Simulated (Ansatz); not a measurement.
Ansatz (a quantum-chemistry and plane-wave program) input:

Ansatz 0.2 input:
```yaml
crystal:
  periodic: [false, false, false]
  atoms:
    - {symbol: Cu, position_ang: [-0.00000000, -0.00000000, -0.77320202]}
    - {symbol: Cl, position_ang: [0.00000000, 0.00000000, 1.31899169]}
basis:
  gaussian:
    orbitals: def2-SVPD
magnetization: {spin_polarized: false}
correlation: {method: ccsd_t, electrons: outside_noble_gas}
output: {forces: true}
```

**Question.** Predict the final energy.

**Answer.** -2098.56161 Eh (CCSD(T)/def2-SVPD). The basis has 61 functions.
